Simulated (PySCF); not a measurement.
A structure optimised at PBE-D3(BJ)/def2-SVP, used in a PySCF frequency run:

```
Nb
F 1 1.8936
N 1 1.9696 2 108.22
H 3 1.0253 1 126.31 2 122.36
H 3 1.0275 4 109.64 1 -176.66
N 1 1.9696 2 108.22 3 -120.16
H 6 1.0253 1 126.31 2 -122.36
H 6 1.0275 7 109.64 1 176.66
S 1 2.1662 2 114.13 3 119.92
```
Charge 0, spin multiplicity 1.

Problem. Write its SMILES, formula and point group.

Solution. [NH2][Nb]([NH2])([F])=[S], FH₄N₂NbS, Cs

Problem. What are its rotational constants (standard atomic weights)?

Solution. 2.8219, 1.9581, 1.9282 GHz
